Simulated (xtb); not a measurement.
H3B3Cl3N3, charge +1, doublet, geometry from GFN2-xTB of the parent state (a state made from the parent by changing its charge; the spin is typed, not shown lowest); GFN2-xTB run with xtb.

xtb was given this input:
```
$ xtb mol.xyz --gfn 2 --chrg 1 --uhf 1 --json

# file mol.xyz
12

Cl    -1.10649196    -1.84293719    -1.64771566
B     -0.95953359    -1.46119950     0.26215245
N     -1.56305259    -0.11276765     0.40979466
B     -0.81681400     1.07137412     0.39637990
Cl    -1.58329854     2.62309703     0.55450241
N      0.60918933     0.98761877     0.32062072
B      1.29129520    -0.25970843     0.28710138
Cl     3.02849275    -0.32241355     0.32126765
N      0.53610941    -1.44407671     0.30613104
H     -2.56746590    -0.05596115     0.49105826
H      1.14733329     1.84103989     0.36335792
H      1.01173361    -2.33451739     0.28466587
```

Task: What does xtb print? Leave out banner, timings and long lists.

Result: 
```
   ID    Z sym.   atoms
    1   17 Cl     1, 5, 8
    2    5 B      2, 4, 7
    3    7 N      3, 6, 9
    4    1 H      10-12

           -------------------------------------------------
          |                Calculation Setup                |
           -------------------------------------------------

           -------------------------------------------------
          |                 G F N 2 - x T B                 |
           -------------------------------------------------

          ...................................................
          :                      SETUP                      :
          :.................................................:
          :  # basis functions                  57          :
          :  # atomic orbitals                  54          :
          :  # shells                           24          :
          :  # electrons                        47          :
          :  max. iterations                   250          :
          :  Hamiltonian                  GFN2-xTB          :
          :  restarted?                      false          :
          :  GBSA solvation                  false          :
          :  PC potential                    false          :
          :  electronic temp.          300.0000000     K    :
          :  accuracy                    1.0000000          :
          :  -> integral cutoff          0.2500000E+02      :
          :  -> integral neglect         0.1000000E-07      :
          :  -> SCF convergence          0.1000000E-05 Eh   :
          :  -> wf. convergence          0.1000000E-03 e    :
          :  Broyden damping             0.4000000          :
          :  net charge                          1          :
          :  unpaired electrons                  1          :
          ...................................................

 iter      E             dE          RMSdq      gap      omega  full diag
   1    -27.3923975 -0.273924E+02  0.915E+00    3.24       0.0  T
   2    -27.3408534  0.515441E-01  0.661E+00    0.79       1.0  T
   3    -27.3956479 -0.547945E-01  0.443E+00    3.24       1.0  T
   4    -27.4893059 -0.936580E-01  0.317E+00    1.96       1.0  T
   5    -27.5084001 -0.190943E-01  0.243E+00    2.28       1.0  T
   6    -27.4881437  0.202565E-01  0.298E+00    2.45       1.0  T
   7    -27.5276611 -0.395175E-01  0.159E+00    2.29       1.0  T
   8    -27.4697059  0.579552E-01  0.274E+00    2.24       1.0  T
   9    -27.5387978 -0.690919E-01  0.857E-01    2.33       1.0  T
  10    -27.5015819  0.372159E-01  0.213E+00    2.24       1.0  T
  11    -27.5093179 -0.773603E-02  0.192E+00    2.27       1.0  T
  12    -27.5359183 -0.266004E-01  0.889E-01    2.32       1.0  T
  13    -27.5411909 -0.527252E-02  0.413E-01    2.33       1.0  T
  14    -27.5422692 -0.107835E-02  0.194E-01    2.34       1.0  T
  15    -27.5423169 -0.477232E-04  0.156E-01    2.33       1.0  T
  16    -27.5424306 -0.113681E-03  0.992E-02    2.33       1.0  T
  17    -27.5422731  0.157460E-03  0.180E-01    2.33       1.0  T
  18    -27.5423839 -0.110766E-03  0.114E-01    2.33       1.0  T
  19    -27.5424425 -0.585652E-04  0.859E-02    2.33       1.0  T
  20    -27.5424876 -0.451267E-04  0.382E-02    2.33       1.0  T
  21    -27.5424928 -0.515442E-05  0.219E-02    2.33       1.3  T
  22    -27.5424924  0.389069E-06  0.241E-02    2.33       1.2  T
  23    -27.5424967 -0.433534E-05  0.540E-03    2.33       5.3  T
  24    -27.5424968 -0.102273E-06  0.341E-03    2.33       8.5  T
  25    -27.5424969 -0.994960E-07  0.993E-04    2.33      29.1  T
  26    -27.5424969  0.145001E-07  0.164E-03    2.33      17.6  T
  27    -27.5424969 -0.112488E-07  0.121E-03    2.33      23.8  T
  28    -27.5424969 -0.119538E-07  0.332E-04    2.33      87.1  T

   *** convergence criteria satisfied after 28 iterations ***

         :::::::::::::::::::::::::::::::::::::::::::::::::::::
         ::                     SUMMARY                     ::
[...]
         :: total energy             -27.379099752469 Eh    ::
[...]
        26                         -0.3913459             -10.6491
        27                         -0.3393068              -9.2330
        28                         -0.2629044              -7.1540
        29                         -0.2187557              -5.9526
        30                         -0.2086958              -5.6789
        31                         -0.1710958              -4.6558
        32                         -0.1629558              -4.4343
        33                         -0.1577774              -4.2933
        34                         -0.1568874              -4.2691
        35                         -0.1566216              -4.2619
       ...                                ...                  ...
        54                          0.3461036               9.4180
      -------------------------------------------------------------
                  HL-Gap            0.0856199 Eh            2.3298 eV
             Fermi-level           -0.5644821 Eh          -15.3603 eV

     #   Z          covCN         q      C6AA      α(0)
     1  17 Cl       0.876    -0.011    99.487    15.259
     2   5 B        2.479     0.392    17.894     7.462
     3   7 N        2.567    -0.259    26.731     7.679
     4   5 B        2.519     0.361    17.570     7.270
     5  17 Cl       0.848    -0.029   100.029    15.300
     6   7 N        2.565    -0.262    26.825     7.692
     7   5 B        2.518     0.360    17.592     7.277
     8  17 Cl       0.848    -0.029   100.033    15.301
     9   7 N        2.619    -0.246    26.426     7.635
    10   1 H        0.860     0.242     0.916     1.499
    11   1 H        0.860     0.237     0.936     1.515
    12   1 H        0.860     0.245     0.901     1.487

 Mol. C6AA /au·bohr⁶  :       3701.119536
 Mol. C8AA /au·bohr⁸  :     126273.925471
 Mol. α(0) /au        :         95.375470

Wiberg/Mayer (AO) data.
largest (>0.10) Wiberg bond orders for each atom

 ---------------------------------------------------------------------------
     #   Z sym  total        # sym  WBO       # sym  WBO       # sym  WBO
 ---------------------------------------------------------------------------
     1  17 Cl   1.165 --     2 B    0.926
     2   5 B    3.391 --     3 N    1.193     9 N    1.134     1 Cl   0.926
     3   7 N    3.467 --     4 B    1.198     2 B    1.193    10 H    0.910
     4   5 B    3.486 --     3 N    1.198     6 N    1.176     5 Cl   1.030
     5  17 Cl   1.181 --     4 B    1.030
     6   7 N    3.481 --     7 B    1.200     4 B    1.176    11 H    0.918
     7   5 B    3.486 --     6 N    1.200     9 N    1.180     8 Cl   1.029
     8  17 Cl   1.250 --     7 B    1.029
     9   7 N    3.435 --     7 B    1.180     2 B    1.134    12 H    0.910
    10   1 H    0.941 --     3 N    0.910
    11   1 H    0.944 --     6 N    0.918
    12   1 H    0.940 --     9 N    0.910
 ---------------------------------------------------------------------------

Topologies differ in total number of bonds
Writing topology from bond orders to xtbtopo.mol

molecular dipole:
                 x           y           z       tot (Debye)
 q only:       -0.425      -0.664       0.662
   full:       -0.485      -0.794       0.630       2.857
molecular quadrupole (traceless):
                xx          xy          yy          xz          yz          zz
 q only:        3.417       0.987       4.488      -0.888      -0.372      -7.905
  q+dip:        4.165       1.626       5.690      -1.269      -0.735      -9.855
   full:        3.559       2.075       5.067      -1.206      -0.936      -8.626

           -------------------------------------------------
          | TOTAL ENERGY              -27.379099752469 Eh   |
          | GRADIENT NORM               0.119690076674 Eh/α |
          | HOMO-LUMO GAP               2.329837370456 eV   |
           -------------------------------------------------

normal termination of xtb
```
